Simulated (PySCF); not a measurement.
Species: C9H15NS.
SMILES with atom numbers: `[CH3:1][CH2:2][C@@H:3]1[CH2:4][CH2:5][CH2:6][C@@H:7]([C:8]#[N:9])[CH2:10][S:11]1` (hydrogens: H12, H13, H14 on C1; H15, H16 on C2; H17 on C3; H18, H19 on C4; H20, H21 on C5; H22, H23 on C6; H24 on C7; H25, H26 on C10)

Computed, not measured: PBE0-D3(BJ)/def2-SVP geometry optimisation, gas phase (PySCF 2.14.0).

Q: Give the optimised bond lengths and angles.

A: 
| bond | length (pm) |
| --- | --- |
| C1–C2 | 152.0 |
| C2–C3 | 152.8 |
| C3–C4 | 152.3 |
| C4–C5 | 152.8 |
| C5–C6 | 153.1 |
| C6–C7 | 153.7 |
| C7–C8 | 146.4 |
| C8≡N9 | 115.8 |
| C7–C10 | 154.2 |
| C10–S11 | 180.5 |
| C3–S11 | 183.6 |
| C1–H12, C1–H13, C1–H14 | 110.1 |
| C2–H15 | 110.4 |
| C2–H16 | 110.5 |
| C3–H17 | 110.6 |
| C4–H18 | 110.4 |
| C4–H19 | 110.5 |
| C5–H20 | 110.5 |
| C5–H21 | 110.1 |
| C6–H22 | 110.1 |
| C6–H23 | 110.1 |
| C7–H24 | 110.3 |
| C10–H25 | 110.0 |
| C10–H26 | 110.1 |

Bonds in one row agree within 1 pm and their mean is given. A selection of angles:
| angle | degrees |
| --- | --- |
| C1–C2–C3 | 114.7 |
| C2–C3–C4 | 111.6 |
| C2–C3–S11 | 107.9 |
| C4–C3–S11 | 113.6 |
| C3–C4–C5 | 117.5 |
| C4–C5–C6 | 115.0 |
| C5–C6–C7 | 115.5 |
| C6–C7–C8 | 110.8 |
| C6–C7–C10 | 114.7 |
| C8–C7–C10 | 108.5 |
| C7–C8–N9 | 178.2 |
| C7–C10–S11 | 115.0 |
| C3–S11–C10 | 99.7 |

Torsions: C1–C2–C3–C4 -168° (antiperiplanar); C2–C3–C4–C5 179° (antiperiplanar); C3–C4–C5–C6 71° (synclinal); C4–C5–C6–C7 -93° (anticlinal); C5–C6–C7–C8 -75° (synclinal); C6–C7–C10–S11 38° (synclinal); C7–C10–S11–C3 -88° (synclinal); C2–C3–S11–C10 -162° (antiperiplanar).

S11 (sulfide sulfur) is bent (angle 99.7°). The 8 C–C bonds span 1.464 Å (C7–C8, drawn single) to 1.542 Å (C7–C10, drawn single), a spread of 0.078 Å. The 7-membered ring C3–C4–C5–C6–C7–C10–S11 has internal angles of 99.7° to 117.5°; it is puckered, 0.38 Å rms from its mean plane, widest ring torsion 93°. Of the pairs four or more bonds apart, H17···H26 is among the closest relative to their van der Waals radii: 2.24 Å, 93 % of the sum of Bondi's values. The C–S distances run from 1.805 Å (C10–S11, drawn single) to 1.836 Å (C3–S11, drawn single), a spread of 0.031 Å.

Point group: C1 (no symmetry element, even within 0.4 Å). Whether it is a minimum is left open (no frequencies). One conformer, not necessarily the lowest.
